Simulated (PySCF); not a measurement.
## Unknown compound

An unknown has the formula C5H7ClN2Si. Its calculated NMR data are:

¹H NMR (400 MHz, computed): δ 7.96 (d, 1H), 7.30 (m, 1H), 7.20 (d, 1H), 6.89 (m, 1H), 6.57 (m, 1H), 5.80 (s, 2H).

¹³C{¹H} NMR (computed): δ 147.1 (CH2), 145.7 (C), 130.4 (CH), 124.1 (CH), 106.4 (CH).

Calculated, not measured (PySCF 2.14): GFN2-xTB structure, GIAO PBE0/pcSseg-1 shieldings. Single conformer, fast rotation and ring inversion assumed for equivalent nuclei, no relativistic terms, no solvent.

Chemical shifts δ = σref − σ; ¹H and ¹³C against TMS, all at this level.

Q: Choose the structure that fits.
A. Cc1cnnc([SiH3])c1Cl
B. C=C(Cl)c1cncn1[SiH3]
C. C=Nc1ccn([SiH2]Cl)c1

A: C. 

The formula gives 4 degrees of unsaturation (1 ring in the answer). 5 carbon signals for 5 carbons: no two carbons are equivalent. Carbon types of the structure: 1 × C, 3 × CH, 1 × CH2, leaving 2 H on heteroatoms. δC 147.1: C=N carbon. δC 145.7: aromatic carbon bearing nitrogen; an ipso carbon deshielded by its heteroatom. δC 130.4, 124.1: aromatic CH next to a ring nitrogen. δC 106.4: aromatic CH. δH 7.30, 6.57: hydrogen on an aromatic CH next to a ring nitrogen; it sits in the deshielding region of the aromatic ring current.

The others: Cc1cnnc([SiH3])c1Cl would give 3 signals for carbon-bound and other non-exchanging H, not 6; C=C(Cl)c1cncn1[SiH3] would give 5 signals for carbon-bound and other non-exchanging H, not 6.

Shifts are as computed. Against solution values, carbons near 30 ppm lie about +3 ppm off and those near 130 ppm about +5 ppm. Of 1211 compounds with measured shifts, 218 miss one by over three times the rms of a fit or turn the order of signals round; such compounds aren't used in these exercises. Multiplicities follow the n + 1 count of equivalent neighbours, as no J values were calculated; m marks all less simple cases, F and P coupling included.
